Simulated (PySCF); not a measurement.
Structure with atom numbers: `[CH2:1]=[CH:2][S@@:3](=[O:4])[c:5]1[cH:6][cH:7][cH:8][cH:9][cH:10]1` (H(Xn): hydrogen on atom n). Ha(C1) is cis to S3; Hb(C1) is trans to S3.

How the numbers were obtained: shielding tensors at B97-2/pcSseg-1 (GIAO), geometry from PBE0-D3(BJ)/def2-SVP, in PySCF 2.14 (one averaged value for each set of equivalent atoms, one conformer, non-relativistic Hamiltonian, no solvent model).

Referencing at the same level of theory: TMS for 13C, 1H; 33S against CS2; 17O against H2O.

| atoms | nucleus | count | δ (ppm) |
| --- | --- | --- | --- |
| H(C7)/H(C9) | 1H | 2 | 7.54 |
| H(C8) | 1H | 1 | 7.46 |
| C2 | 13C | 1 | ? |
| C5 | 13C | 1 | 149.2 |
| O4 | 17O | 1 | ? |
| H(C2) | 1H | 1 | 6.50 |
| C1 | 13C | 1 | 122.2 |
| S3 | 33S | 1 | 298 |
| Hb(C1) | 1H | 1 | ? |
| C6/C10 | 13C | 2 | 125.6 |
| H(C6)/H(C10) | 1H | 2 | ? |
| C7/C9 | 13C | 2 | 131.6 |
| C8 | 13C | 1 | 132.4 |
| Ha(C1) | 1H | 1 | 6.68 |

Question: Complete the table.

Answer: 
- C2: 151.0 ppm, alkene CH; as expected for a trigonal carbon in a double bond
- H(C6)/H(C10): 7.76 ppm, hydrogen on an aromatic CH; the ring current deshields protons in the ring plane
- Hb(C1): 6.00 ppm, hydrogen on a terminal =CH2 carbon; attached to an sp2 carbon and in the plane of the double bond
- O4: 34.4 ppm, S=O oxygen

Shifts are as computed. Against solution values, carbons near 30 ppm lie about +1 ppm off and those near 130 ppm about +2 ppm. Of 1211 compounds with measured shifts, 218 miss one by over three times the rms of a fit or turn the order of signals round; such compounds aren't used in these exercises. Experimental scales use liquid or dissolved standards, which lie at an offset from isolated H2O (liquid H2O: subtract about 36 ppm).
